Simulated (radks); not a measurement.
Results of a calculation; reference values are marked as such.
Task: Species: Co III. Configuration: [Ne] 3s2 3p5 3d7 4p1 (not the ground configuration). Level of theory: scalar-relativistic Kohn-Sham, BLYP, spin-polarised, spherical densities, finite nucleus; open shells are filled with parallel spins first; Fermi nuclear charge, rms radius 3.7875 fm (a radial shooting solver on a logarithmic mesh with Libxc functionals). Some entries of the table are withheld. Estimate them.

orbital,occ.,eigenvalue (eV),<1/r> (bohr^-1),<r^2> (bohr^2)
1s up,1,-7628.713,27.03,0.004246
1s down,1,-7628.145,27.03,0.004245
2s up,1,-930.0750,5.812,0.07712
2s down,1,-927.9609,5.819,0.07689
2p up,3,-801.4780,5.707,0.06216
2p down,3,-799.5595,5.713,0.06195
3s up,1,-133.0114,1.853,0.6758
3s down,1,-127.6972,1.840,0.6847
3p up,3,-96.0516,1.717,0.7546
3p down,2,-90.9073,1.701,0.7707
3d up,5,-37.2836,(1),(2)
3d down,2,-32.7118,(3),(4)
4p up,1,-17.8344,0.4858,8.116
4p down,0,-16.4653,0.4726,8.599

Result: 
(1) 3d up <1/r> (bohr^-1): 1.395
(2) 3d up <r^2> (bohr^2): 1.106
(3) 3d down <1/r> (bohr^-1): 1.359
(4) 3d down <r^2> (bohr^2): 1.208
